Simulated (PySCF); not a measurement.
PySCF input file for In(H)2(OMe) (CH5InO), SMILES C[O][InH2], TDDFT-CAM-B3LYP/def2-SVPD. Geometry optimised at B3LYP-D3(BJ)/def2-SVP. The def2 effective core potentials stand for the cores of In; spin–orbit coupling is left out.

```python
import numpy as np
from pyscf import gto, scf, dft, tdscf

mol = gto.M(
    atom='''
    In    0.03304214    0.62493689   -0.00000000
    H    -1.30331789    1.70187819   -0.00000000
    H     1.75446820    0.76970682   -0.00000000
    O    -0.59898199   -1.28797929    0.00000000
    C     0.22496998   -2.41730350    0.00000000
    H     1.31248917   -2.18832308    0.00000000
    H     0.02966582   -3.04875701    0.88996191
    H     0.02966582   -3.04875702   -0.88996191
    ''',
    basis='def2-SVPD',
    ecp={'In': 'def2-svp'},
    charge=0,
    spin=0,
    symmetry=True,
    max_memory=1600,
    verbose=4,
)
mf = dft.RKS(mol, xc='cam-b3lyp').density_fit(auxbasis='def2-universal-jkfit')
mf.grids.level = 3
mf.conv_tol = 1e-9
mf.max_cycle = 100
mf.kernel()
mf.grids = dft.Grids(mol).set(level=1).build(with_non0tab=True)  # coarser grid for the response kernel
td = tdscf.TDDFT(mf)
td.singlet = True
td.nstates = 10
td.conv_tol = 1e-4
td.kernel(x0=td.get_init_guess(mf, 15))
td.analyze()
tt = tdscf.TDA(mf)
tt.singlet = False
tt.nstates = 4
tt.conv_tol = 1e-4
tt.kernel(x0=tt.get_init_guess(mf, 9))
tt.analyze(verbose=3)
```

It prints:

```
PySCF version 2.14.0

[INPUT] verbose = 4
[INPUT] num. atoms = 8
[INPUT] num. electrons = 40
[INPUT] charge = 0
[INPUT] spin (= nelec alpha-beta = 2S) = 0
[INPUT] symmetry True subgroup None
[INPUT] Mole.unit = angstrom
[INPUT] Symbol           X                Y                Z      unit          X                Y                Z       unit  Magmom
[INPUT]  1 In     0.033042140000   0.624936890000   0.000000000000 AA    0.062440595170   1.180959567237   0.000000000000 Bohr   0.0
[INPUT]  2 H     -1.303317890000   1.701878190000   0.000000000000 AA   -2.462913865346   3.216083676471   0.000000000000 Bohr   0.0
[INPUT]  3 H      1.754468200000   0.769706820000   0.000000000000 AA    3.315464392259   1.454535086010   0.000000000000 Bohr   0.0
[INPUT]  4 O     -0.598981990000  -1.287979290000   0.000000000000 AA   -1.131911914647  -2.433928112212   0.000000000000 Bohr   0.0
[INPUT]  5 C      0.224969980000  -2.417303500000   0.000000000000 AA    0.425131648449  -4.568041574953   0.000000000000 Bohr   0.0
[INPUT]  6 H      1.312489170000  -2.188323080000   0.000000000000 AA    2.480245072758  -4.135331293265   0.000000000000 Bohr   0.0
[INPUT]  7 H      0.029665820000  -3.048757010000   0.889961910000 AA    0.056060275061  -5.761315769248   1.681784271195 Bohr   0.0
[INPUT]  8 H      0.029665820000  -3.048757020000  -0.889961910000 AA    0.056060275061  -5.761315788145  -1.681784271195 Bohr   0.0

nuclear repulsion = 127.390123176231
point group symmetry = Cs
symmetry origin: [-1.66740538e-09  5.28011705e-09  0.00000000e+00]
symmetry axis x: [1.00000000e+00 3.02459959e-10 2.05011706e-20]
symmetry axis y: [ 3.02459959e-10 -1.00000000e+00 -9.59513252e-11]
symmetry axis z: [-8.85101505e-20 -9.59513252e-11  1.00000000e+00]
num. orbitals of irrep A' = 78
num. orbitals of irrep A" = 37
number of shells = 49
number of NR pGTOs = 180
number of NR cGTOs = 115
basis = def2-SVPD
ecp = {'In': 'def2-svp'}


[settings echo left out]
init E= -284.770573525256
HOMO (A") = -0.611282402888842  LUMO (A") = -0.529352967351914  gap/eV = 2.22941
cycle= 1 E= -305.571646250225  delta_E= -20.8  |g|=  1.8  |ddm|= 13.5
HOMO (A') = -0.116488862898223  LUMO (A') = 0.0438317129180597  gap/eV = 4.36255
cycle= 2 E= -305.723155351654  delta_E= -0.152  |g|= 1.78  |ddm|= 7.44
HOMO (A') = -0.347172474416225  LUMO (A") = -0.0156185962180468  gap/eV = 9.02204
cycle= 3 E= -306.258922733455  delta_E= -0.536  |g|= 0.389  |ddm|= 2.23
HOMO (A") = -0.300558945029657  LUMO (A") = -0.0254611711540513  gap/eV = 7.48579
cycle= 4 E= -306.283267139152  delta_E= -0.0243  |g|= 0.138  |ddm|= 0.411
HOMO (A") = -0.321088111044221  LUMO (A") = -0.0297978209410914  gap/eV = 7.92641
cycle= 5 E= -306.286991934014  delta_E= -0.00372  |g|= 0.00998  |ddm|= 0.177
HOMO (A") = -0.319745907872143  LUMO (A") = -0.0293033090320756  gap/eV = 7.90335
cycle= 6 E= -306.287019752681  delta_E= -2.78e-05  |g|= 0.00448  |ddm|= 0.0192
HOMO (A") = -0.320347757771218  LUMO (A") = -0.0292493309875161  gap/eV = 7.92119
cycle= 7 E= -306.287025996253  delta_E= -6.24e-06  |g|= 0.00079  |ddm|= 0.00708
HOMO (A") = -0.320252911931756  LUMO (A") = -0.0292958920241961  gap/eV = 7.91734
cycle= 8 E= -306.287026283887  delta_E= -2.88e-07  |g|= 0.000212  |ddm|= 0.00168
HOMO (A") = -0.320203585163347  LUMO (A") = -0.0292945246465037  gap/eV = 7.91604
cycle= 9 E= -306.287026308575  delta_E= -2.47e-08  |g|= 3.51e-05  |ddm|= 0.000507
HOMO (A") = -0.320203684015877  LUMO (A") = -0.0292965322842025  gap/eV = 7.91599
cycle= 10 E= -306.287026309743  delta_E= -1.17e-09  |g|= 6.99e-06  |ddm|= 0.000122
HOMO (A") = -0.320204740658297  LUMO (A") = -0.0292971538093627  gap/eV = 7.91600
cycle= 11 E= -306.287026309799  delta_E= -5.62e-11  |g|= 2.53e-06  |ddm|= 2.82e-05
HOMO (A") = -0.320204384766868  LUMO (A") = -0.0292970092673381  gap/eV = 7.91599
Extra cycle  E= -306.287026309803  delta_E= -4.09e-12  |g|= 1.81e-06  |ddm|= 8.72e-06
converged SCF energy = -306.287026309803
tot grids = 30808


******** <class 'pyscf.tdscf.rks.TDDFT'> for <class 'pyscf.df.df_jk.DFSymAdaptedRKS'> ********
nstates = 10 singlet
deg_eia_thresh = 1.000e-03
wfnsym = None
conv_tol = 0.0001
eigh lindep = 1e-12
eigh level_shift = 0
eigh max_cycle = 100


Excitation energies (eV)
[4.79926301 5.04709743 5.80148882 5.84389584 6.34939261 6.80737669
 7.0367539  7.36511539 7.49086861 7.74990654]

** Singlet excitation energies and oscillator strengths **
Excited State   1:   A"      4.79926 eV    258.34 nm  f=0.0025
      19 -> 21        0.69758
Excited State   2:   A'      5.04710 eV    245.65 nm  f=0.0390
      19 -> 22        0.16708
      20 -> 21       -0.67620
Excited State   3:   A"      5.80149 eV    213.71 nm  f=0.0005
      18 -> 21        0.70116
Excited State   4:   A"      5.84390 eV    212.16 nm  f=0.0138
      20 -> 22        0.63170
      20 -> 23        0.21642
      20 -> 24        0.16844
Excited State   5:   A'      6.34939 eV    195.27 nm  f=0.1348
      19 -> 22       -0.57373
      19 -> 23       -0.28203
      19 -> 24       -0.19084
      20 -> 21       -0.17001
Excited State   6:   A"      6.80738 eV    182.13 nm  f=0.0001
      20 -> 22       -0.27676
      20 -> 23        0.46833
      20 -> 24        0.41828
Excited State   7:   A'      7.03675 eV    176.20 nm  f=0.0309
      19 -> 22        0.34159
      19 -> 23       -0.39510
      19 -> 24       -0.45250
Excited State   8:   A"      7.36512 eV    168.34 nm  f=0.0001
      20 -> 23       -0.42325
      20 -> 24        0.51311
      20 -> 25       -0.16968
      20 -> 30       -0.10653
Excited State   9:   A'      7.49087 eV    165.51 nm  f=0.0453
      18 -> 22       -0.25858
      18 -> 24       -0.22878
      19 -> 23       -0.41924
      19 -> 24        0.41008
      19 -> 25       -0.13054
Excited State  10:   A'      7.74991 eV    159.98 nm  f=0.0867
      18 -> 22        0.43319
      18 -> 24        0.41492
      19 -> 23       -0.21190
      19 -> 24        0.24192
      19 -> 25       -0.10686

** Transition electric dipole moments (AU) **
state          X           Y           Z        Dip. S.      Osc.
  1        -0.0000      0.0000     -0.1473      0.0217      0.0025
  2         0.0353     -0.5602      0.0000      0.3151      0.0390
  3        -0.0000      0.0000     -0.0578      0.0033      0.0005
  4         0.0000     -0.0000      0.3107      0.0965      0.0138
  5        -0.3619     -0.8576      0.0000      0.8665      0.1348
  6        -0.0000      0.0000     -0.0295      0.0009      0.0001
  7         0.4000      0.1390      0.0000      0.1793      0.0309
  8        -0.0000      0.0000     -0.0184      0.0003      0.0001
  9         0.3887      0.3092     -0.0000      0.2467      0.0453
 10        -0.2705      0.6191      0.0000      0.4565      0.0867

WARN: ECP detected. Skipping calculation of transition velocity and magnetic dipole moments, which have not yet been implemented.



******** <class 'pyscf.tdscf.rks.TDA'> for <class 'pyscf.df.df_jk.DFSymAdaptedRKS'> ********
nstates = 4 triplet
deg_eia_thresh = 1.000e-03
wfnsym = None
conv_tol = 0.0001
eigh lindep = 1e-12
eigh level_shift = 0
eigh max_cycle = 100


Excitation energies (eV)
[4.38127978 4.61721106 5.36775723 5.45168094]

** Triplet excitation energies and oscillator strengths **
Excited State   1:   A'      4.38128 eV    282.99 nm  f=0.0000
Excited State   2:   A"      4.61721 eV    268.53 nm  f=0.0000
Excited State   3:   A"      5.36776 eV    230.98 nm  f=0.0000
Excited State   4:   A"      5.45168 eV    227.42 nm  f=0.0000
```

Self-consistency was reached.
